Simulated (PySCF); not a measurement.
## Which determinant of SiI lies lowest?

Unrestricted PBE0; basis Si def2-TZVPP, I def2-TZVPP with ECP28; scalar-relativistic core potentials; PySCF 2.14. Outer shells of the fragments: Si 3s2 3p2; I 4d10 5s2 5p5.

Followed along the bond (rough minima from three points):

```
2Ms+1   unpaired  ⟨S²⟩ at the start  R at minimum (Å)  Te (eV)
    2        π ↑               0.76              2.45     0.00
    4  σ ↑, π ↑↑               3.75              2.46     2.44
```

Solutions found at the starting distance of 2.425 Å, counted from the lowest of them; the search is not exhaustive and high or unbound solutions are not listed, so other states can lie among these:

```tsv
2Ms+1	unpaired	term	E (eV)	⟨S²⟩	⟨Lz²⟩	μ (D)
2	π ↑	²Π	0.00	0.76	1.01	-0.48
4	σ ↑, π ↑↑	⁴Σ⁻	2.44	3.75	0.00	0.07
2	σ ↑	²Σ⁺	2.84	0.76	0.00	-1.00
2	σ ↑, π ↑↓	mixed	3.20	1.77	2.03	0.61
2	σ ↓, π ↑↑	mixed	3.33	1.78	0.00	0.93
4	π ↑↑↑	⁴Π	3.54	3.77	1.01	3.67
2	π ↑↑↓	mixed	3.80	1.77	3.05	3.67
2	σ ↑	mixed	4.11	0.77	2.01	0.80
4	σ ↑↑, π ↑	⁴Π	5.06	3.76	1.01	-0.34
4	σ ↑, π ↑↑	mixed	5.82	3.76	2.02	2.42
```

A term symbol is given only where ⟨S²⟩ and ⟨Lz²⟩ are close to those of a pure state; real π, δ and φ orbitals otherwise mix terms. A positive dipole means Si(−)I(+).

Spin–orbit coupling is left out. Counting both spins, an empty level lies below a filled one in some of these solutions, because spin and occupation are held.
